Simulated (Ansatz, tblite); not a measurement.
Cost and result up the ladder for In₇Sb₆F₃ (16 atoms). The state is a singlet with charge 0. Geometry: PBE-D4/def2-SVP.

```xyz
16

Sb   -3.827    1.507    0.302
Sb    0.289   -0.350    3.069
Sb   -1.050   -2.816    2.295
Sb    1.856    1.593   -2.712
Sb   -3.640    1.908   -2.398
Sb    2.907    2.382   -0.273
In   -1.869   -0.518    0.869
In   -0.164    2.180    0.630
In    2.066   -3.144    2.095
In    2.496   -0.046    1.209
In   -0.966    1.207   -2.142
In    3.508   -0.865   -1.794
In   -0.070   -3.081   -0.966
F    -2.388    2.822    1.246
F    -0.978   -0.945   -1.204
F     1.830   -1.833   -0.225
```

Ansatz on 2 threads of AMD EPYC 7R13 on a shared host and a share (18 GiB) of an NVIDIA H100 80GB HBM3; xTB runs through tblite on one thread. Times are rough, summed over both states, and most runs start from the orbitals of an earlier one. No level here is sound enough to serve as a yardstick. The other state is a doublet.

In the def2 sets In, Sb take a core potential; there is no spin–orbit coupling. The xTB rows come from tblite. B3LYP takes the VWN-RPA correlation. Single mean-field runs in def2-TZVP are fitted with def2-universal-jkfit.

Raw xTB energies of ions are shifted by several eV.

```csv
level,functions,wall time,vertical IE (eV),remarks
GFN1-xTB,129,0.21 s,8.44,–
PBE-D4/def2-TZVP,743,28 s,5.91,restricted SCF unstable in HF (singlet)
B3LYP-D4/def2-TZVP (with forces),743,44 s,6.03,restricted SCF unstable in HF (singlet)
PBE0-D4/def2-TZVP (with forces),743,52 s,6.03,restricted SCF unstable in HF (singlet)
```
